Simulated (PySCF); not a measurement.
C3H3Cl, SMILES C#CCCl, PBE/def2-SVP optimised geometry.

```
7

C      1.15    -0.60     0.00
C     -0.07    -0.58     0.00
C     -1.52    -0.58     0.00
Cl    -2.23     1.09     0.00
H      2.23    -0.61     0.00
H     -1.92    -1.09     0.90
H     -1.92    -1.09    -0.90
```

Density from PBE/def2-TZVP in PySCF 2.14.0 at that geometry.

Minimum of the electron density along straight lines between bonded atoms, close to the bond critical point (lines longer than 1.1 times the sum of covalent radii, or with two minima, are not listed):

```tsv
bond	length / Å	ρ at the minimum / e bohr⁻³	∇²ρ there / e bohr⁻⁵	position (fraction from the first atom)
C1–C2	1.222	0.398	-1.06	0.49
C2–C3	1.451	0.275	-0.73	0.52
C3–Cl4	1.819	0.170	-0.18	0.43
C1–H5	1.081	0.278	-0.98	0.66
C3–H6	1.109	0.272	-0.92	0.65
C3–H7	1.109	0.272	-0.92	0.65
```
